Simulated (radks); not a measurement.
The fluorine ion F+ inside a hard spherical wall (all orbitals vanish at R), configuration held at [He] 2s2 2p4 and not refilled when levels cross. All-electron calculation, scalar-relativistic Kohn-Sham, PBE, spin-polarised, spherical densities, finite nucleus; open shells are filled with parallel spins first; Fermi nuclear charge, rms radius 2.8976 fm. Program: a radial shooting solver on a logarithmic mesh with Libxc functionals. Eigenvalues in eV for spin up, with the zero of energy where the potential of the charges vanishes at infinity; a dash marks a level that is unbound or too diffuse for the functional's potential to be trusted. A positive occupied level is held by the wall or, in an anion where self-interaction has pushed it up, behind a barrier. The pressure on the wall is -dE/dV.

| R (bohr) | E (hartree) | kinetic (hartree) | e(1s) | e(2s) | e(2p) | e(3s, empty) | e(3p, empty) | pressure (GPa) |
|---|---|---|---|---|---|---|---|---|
| free | -99.10390 | 99.059 | -684.43 | -48.970 | -29.906 | - | - | 0 |
| 12 | -99.10390 | 99.059 | -684.43 | -48.970 | -29.906 | - | - | < 0.0001 |
| 6 | -99.10388 | 99.059 | -684.43 | -48.968 | -29.904 | -5.861 | -2.279 | 0.00405 |
| 5 | -99.10357 | 99.063 | -684.40 | -48.949 | -29.884 | -4.346 | -0.091 | 0.0831 |
| 4 | -99.09921 | 99.103 | -684.14 | -48.780 | -29.694 | 0.185 | 5.508 | 1.81 |
| 3 | -99.03845 | 99.511 | -681.96 | -47.419 | -28.125 | 15.772 | 22.119 | 45.2 |
| 2.5 | -98.85463 | 100.485 | -677.58 | -44.606 | -24.903 | 37.180 | 42.799 | 252 |
| 2 | -98.12014 | 103.563 | -665.94 | -36.298 | -15.809 | 86.657 | 87.340 | 1610 |
